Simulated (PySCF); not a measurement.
PySCF 2.14 output of an unrestricted LDA calculation on a single atom or ion in aug-cc-pVTZ-DK3 (9s8p6d3f, 84 functions), with the spin-free X2C one-electron Hamiltonian (Gaussian nucleus):

```
SCF conv_tol = 1e-09
number electrons alpha = 43  beta = 40
    P. A. M. Dirac.,  Math. Proc. Cambridge Philos. Soc. 26, 376 (1930)
    F. Bloch.,  Z. Phys. 57, 545 (1929)
    S. H. Vosko, L. Wilk, and M. Nusair.,  Can. J. Phys. 58, 1200 (1980)
cycle= 1 E= -21520.035822234  delta_E= -0.0226  |g|= 0.0276  |ddm|= 0.771
cycle= 2 E= -21520.0362403761  delta_E= -0.000418  |g|= 0.0073  |ddm|= 0.183
cycle= 3 E= -21520.0362827741  delta_E= -4.24e-05  |g|= 0.0023  |ddm|= 0.0344
cycle= 4 E= -21520.0362852189  delta_E= -2.44e-06  |g|= 0.000764  |ddm|= 0.00574
cycle= 5 E= -21520.036285427  delta_E= -2.08e-07  |g|= 3e-05  |ddm|= 0.00192
cycle= 6 E= -21520.0362854279  delta_E= -8.8e-10  |g|= 3.06e-06  |ddm|= 0.000124
converged SCF energy = -21520.0362854279  <S^2> = 3.7546263  2S+1 = 4.0023125
```

The run itself started from symmetry-adapted Hartree-Fock orbitals and held the occupation by maximum overlap, on a logarithmic radial grid, so the iterations belong to that start.

Which element, charge and spin multiplicity is this?

Bi (bismuth, neutral), multiplicity 4; the state was [Xe] 4f14 5d10 6s1 6p4, high-spin 4P determinant (an excited configuration).

Spin-orbit coupling is strong in this species (close to jj coupling), so the high-spin LS determinant is a model state, not a physical level.
